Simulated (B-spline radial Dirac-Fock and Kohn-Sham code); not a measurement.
**What relativity does to the binding energies of Bi⁷⁺**

System: bismuth as Bi⁷⁺, [Xe] 4f14 5d8.

Both columns are ΔSCF binding energies of the configuration average from a radial atomic solver: non-relativistic Hartree-Fock with a point nucleus, and Dirac-Fock with a finite nucleus and the Coulomb interaction alone, averaged over the two j levels with weights 2j+1.

```
shell  Hartree-Fock (eV)  Dirac-Fock (eV)  shift (eV)  shift (%)
   1s            81654.0          91147.0    +9493.06     +11.63
   2s            14001.6          16570.8    +2569.19     +18.35
   2p            13470.1          14342.1     +871.98      +6.47
   3s             3481.0           4129.9     +648.85     +18.64
   3p             3227.8           3474.5     +246.77      +7.65
   4s              889.5           1057.2     +167.74     +18.86
   4p              776.7            837.1      +60.44      +7.78
   4f              285.8            265.8      -20.07      -7.02
   5s              237.5            272.6      +35.13     +14.79
   5p              195.9            206.5      +10.64      +5.43
   5d              127.0            124.7       -2.28      -1.80
```

Relativity binds 1s, 2s, 2p, 3s, 3p, 4s, 4p, 5s, 5p more strongly, among those listed most of all 4s in relative terms, and 4f, 5d more weakly, because the contracted s and p shells screen the nucleus better.

Values without a named source are computed, but for edge energies of neutral atoms, which are taken from tables.
